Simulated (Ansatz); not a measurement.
An input meant for the cluster Ga2P (charge 0, doublet; atoms displaced at random, 0.08 Å in each coordinate).

```yaml
crystal:
  periodic: [false, false, false]
  atoms:
    - {symbol: Ga, position_ang: [0.671995, -0.926610, -1.358689]}
    - {symbol: Ga, position_ang: [-0.168216, 0.296871, 1.650243]}
    - {symbol: P, position_ang: [-0.404536, 0.921885, -0.490024]}
basis:
  gaussian: {orbitals: ANO-RCC-VTZP}
magnetization: {spin_polarized: true, initial_magnetization: 1}
hamiltonian: {xc: {name: wB97}, pseudopotentials: {relativity: scalar}}
relax: {f_tol: 0.001, max_steps: 1}
output: {forces: true}
```

```sh
$ ansatz run in.yaml --threads 4 --pin off --events-out ev --progress --plain --max-ram 3916MiB
```

Shortened log:

```
Functional definition: wB97
1201 factors; their error is unknown
300 factors; integrals over basis functions are off by at most 1.4e-5 eV
mean field evaluation 1: about -115109.9262 eV, gradient 2.2e1 eV
mean field evaluation 2: about -115109.9335 eV, gradient 2.8e1 eV
mean field evaluation 4: about -115112.6363 eV, gradient 1.4e0 eV
mean field evaluation 8: about -115112.6605 eV, gradient 1.6e-1 eV
mean field evaluation 16: about -115112.6347 eV, gradient 6.0e-2 eV
mean field evaluation 32: about -115112.4775 eV, gradient 3.3e0 eV
mean field -115112.63927122 eV, -4230.3114670681 hartree, gradient 5.0e-6 eV, S^2 0.770486; 3 other end points of the search recorded, 0 dependent functions left out
reference -115112.63926059 eV, -4230.3114666774 hartree; 39, 38 occupied and 81, 82 virtual orbitals, 1201 factors
relax step   1: F+E_penalty+E_count = -115112.63927122 eV  Δ(F+E_penalty+E_count) = +0.000e0 eV  max|allowed force component| = 6.269e-1 eV/Å  Δτ_max = 0.0000 Å  (141 SCF iters, accepted)
Error: geometry relaxation did not converge after 1 steps: max|allowed force component| = 6.27e-1 eV/Å (threshold 1.0e-3). Raise `relax.max_steps` over both its present limit and 1, loosen `relax.f_tol`, or start from a geometry closer to equilibrium. Where this run's directory can be resumed (`checkpoint.write`), a resume goes on for up to `relax.max_steps` more
```

(1) What is wrong with this run?

## Answers

(1) The relaxation is allowed too few steps for its threshold. The SCF steps converged, but the relaxation ran out of steps.
